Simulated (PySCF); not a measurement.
TlSe⁺ from Hartree–Fock to correlated methods

State: ³Σ⁻ (triplet), unpaired electrons π ↑↑. Set-up: Tl def2-SVP with ECP60, Se def2-SVP; scalar-relativistic core potentials (PySCF 2.14). De refers to Tl⁺ + Se in their high-spin ground configurations, without counterpoise correction. The functionals are run spin-unrestricted. A positive dipole points towards Se; it is taken about the centre of mass and depends on that origin.

| Level | Re (Å) | ωe (cm⁻¹) | De (eV) | μ (D) |
| --- | --- | --- | --- | --- |
| UHF | 3.513 | 63.3 | n/a | -2.14 |
| UHF-MP2 | 3.343 | 78.8 | n/a | n/a |
| UHF-SCS-MP2 | 3.378 | 75.5 | n/a | n/a |
| PBE | 3.268 | 87.5 | n/a | -0.47 |
| BP86 | 3.270 | 87.2 | n/a | -0.50 |
| r²SCAN | 3.260 | 88.2 | n/a | -0.68 |
| B3LYP | 3.314 | 82.7 | n/a | -0.81 |
| PBE0 | 3.271 | 86.4 | n/a | -0.82 |
| M06 | 3.288 | 87.1 | n/a | -0.88 |
| LC-ωPBE | 3.278 | 82.8 | n/a | -1.27 |

The bond length runs from 3.260 Å (r²SCAN) to 3.513 Å (UHF).

Correlated steps freeze 13 core orbitals. Spin–orbit coupling is left out, which matters for elements this heavy, above all for dissociation energies. The state was picked by a PBE0 search and need not be the measured ground state.

The whole job (state search and all levels along the bond) took about 2.4 min on 1 thread of Arm Neoverse V2 (shared host), peak memory 0.91 GiB.
